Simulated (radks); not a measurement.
The numbers below are computed, except where a source is named.
Q: The mean radii <r> (bohr) of the occupied orbitals of an atom or ion are listed with their occupations. Code: a radial shooting solver on a logarithmic mesh with Libxc functionals. Model: scalar-relativistic Kohn-Sham, BLYP, spin-polarised, spherical densities, finite nucleus; Fermi nuclear charge, rms radius of each element as measured or else 0.836 A^(1/3) + 0.57 fm.

orbital  occ.      <r>
1s up       1  0.02191
1s down     1  0.02191
2s up       1  0.09328
2s down     1  0.09328
2p up       3  0.08236
2p down     3  0.08236
3s up       1   0.2445
3s down     1   0.2443
3p up       3   0.2431
3p down     3   0.2429
3d up       5   0.2213
3d down     5   0.2210
4s up       1   0.5529
4s down     1   0.5530
4p up       3   0.5852
4p down     3   0.5855
4d up       5   0.6359
4d down     5   0.6372
5s up       1    1.326
5s down     1    1.345
5p up       3    1.551
5p down     3    1.581
4f up       7   0.8533
6s up       1    3.589
5d up       1    2.533

Name the element and its charge. Open shells, if any, are filled with parallel spins first.

A: Z = 64, gadolinium, charge +1: Gd+ in [Xe] 4f7 5d1 6s1. The 1s radius gives Z: for a bare nucleus <r> = (2 gamma + 1)/(2Z) with gamma = sqrt(1 - (Z/c)^2), 0.02163 bohr for Z = 64, and screening makes it slightly larger (0.02191 here). The occupations add up to 63, and the charge is Z minus that.
